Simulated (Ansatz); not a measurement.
C2H9NOSi, SMILES `COCN[SiH3]` from Hartree–Fock to CCSD(T)

Cartesian coordinates in Å:
```
C 1.5668 1.2238 -0.2969
O 0.8163 0.8568 0.8283
C -0.5712 0.8029 0.5832
N -0.9978 -0.2231 -0.3176
Si -0.8186 -1.9029 0.0414
H 2.6068 1.3078 0.0177
H 1.5034 0.4752 -1.0965
H 1.2382 2.1941 -0.6976
H -0.9160 1.7756 0.2046
H -1.0137 0.6319 1.5674
H -1.0351 0.0575 -1.2842
H -1.2755 -2.1092 1.4399
H 0.5687 -2.4362 -0.0742
H -1.6724 -2.6541 -0.9156
```

Charge 0, multiplicity 1. All single points use the PBE0-D4/def2-TZVP geometry. It is one conformer, not always the lowest. Frozen core, restricted reference, the Gaussian-basis code of Ansatz. CBS rows extrapolate triple and quadruple zeta; past MP2 they add the triple-zeta difference.

```tsv
basis	HF (Eh)	MP2 corr.	CCSD corr.	(T)	CCSD(T) total
def2-SVP	-498.96879	-0.73985	-0.80233	-0.02114	-499.79226
def2-TZVPP	?	-0.92697	-0.97766	?	?
def2-QZVPP	-499.33743	?	–	–	–
CBS(def2)	?	-1.04106	-1.09175	as TZ	?
```

Task: Fill in the withheld values. (Best estimate.)

Result: Computed: def2-TZVPP HF (Eh): -499.31797; def2-TZVPP (T): -0.03649; def2-TZVPP CCSD(T) total: -500.33212; def2-QZVPP MP2 corr.: -0.99251; CBS(def2) HF (Eh): -499.34011; CBS(def2) CCSD(T) total: -500.46835.
